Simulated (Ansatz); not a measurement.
A displaced shape of singlet Li₂F₂:

| atom | x (Å) | y (Å) | z (Å) |
| --- | --- | --- | --- |
| Li | 1.1079 | 0.0376 | -0.0328 |
| Li | -1.1099 | 0.0329 | -0.0373 |
| F | 0.0167 | 1.3138 | 0.0420 |
| F | 0.0039 | -1.3052 | -0.0482 |

It was optimised with HF/def2-SVP in Ansatz (development build ahead of 0.2.0) to forces under 0.001 eV/Å, with restricted orbitals. Each step stands on the lowest determinant of that kind that the program's search found.

Question: What shape does it relax to, and how does the optimisation go?

Answer:

```xyz
4

Li    1.1175    0.0176   -0.0169
Li   -1.1082    0.0219   -0.0213
F     0.0070    1.3101    0.0252
F     0.0022   -1.2705   -0.0633
```

Bond lengths: Li1–Li2 2.226 Å, Li1–F3 1.705 Å, Li2–F3 1.705 Å, Li1–F4 1.705 Å, Li2–F4 1.705 Å. Angles: Li1–Li2–F3 49.2°, Li1–Li2–F4 49.2°, F3–Li2–F4 98.5°, Li2–Li1–F3 49.2°, Li2–Li1–F4 49.2°, F3–Li1–F4 98.5°, Li1–F3–Li2 81.5°, Li1–F4–Li2 81.5°.

| step | E − E(start) (eV) | largest force (eV/Å) |
| --- | --- | --- |
| 1 | 0.0000 | 0.5405 |
| 2 | -0.0117 | 0.2905 |
| 3 | -0.0170 | 0.0290 |
| 4 | -0.0171 | 0.0048 |
| 5 | -0.0171 | 0.0004 |

The optimisation ended after 5 steps with its threshold met.
